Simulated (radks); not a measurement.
Values are calculated unless marked as measured or tabulated.
Effect of the nuclear size on the tungsten ion W+, [Xe] 4f14 5d4 6s1. Level of theory: Dirac Kohn-Sham, exchange-only LDA, spin-unpolarised, spherical densities, finite nucleus; open shells are shared between the two j in proportion to 2j + 1; Fermi nuclear charge, rms radius 5.3658 fm (a radial shooting solver on a logarithmic mesh with Libxc functionals). The rms radius is varied about that value; shifts are against it.

| rms radius (fm) | total energy shift (eV) | density at nucleus (e/bohr^3) | 1s1/2 shift (meV) | 2s1/2 shift (meV) | 5p1/2 shift (meV) | 6s1/2 shift (meV) | 5d5/2 shift (meV) | 6p1/2 (empty) shift (meV) | 7s1/2 (empty) shift (meV) |
|---|---|---|---|---|---|---|---|---|---|
| 4.8292 | -11.2 | 1.471e+06 | -4530 | -638 | 0.188 | -0.587 | 0.214 | 0.068 | -0.080 |
| 5.1565 | -4.45 | 1.438e+06 | -1800 | -254 | 0.075 | -0.234 | 0.085 | 0.027 | -0.032 |
| 5.3658 | 0 | 1.418e+06 | 0.000 | 0.000 | 0.000 | 0.000 | 0.000 | 0.000 | 0.000 |
| 5.7414 | 8.27 | 1.386e+06 | 3350 | 472 | -0.138 | 0.435 | -0.159 | -0.050 | 0.059 |
| 6.5141 | 26.4 | 1.326e+06 | 10700 | 1510 | -0.441 | 1.39 | -0.507 | -0.160 | 0.190 |

Slopes of the eigenvalues against <r^2> in GHz/fm^2, as finite differences over the two radii next to the reference (eigenvalue slopes, not the field-shift constants of lines): 1s1/2 196000, 2s1/2 27500, 5p1/2 -8.08, 6s1/2 25.4, 5d5/2 -9.26, 6p1/2 (empty) -2.93, 7s1/2 (empty) 3.47.
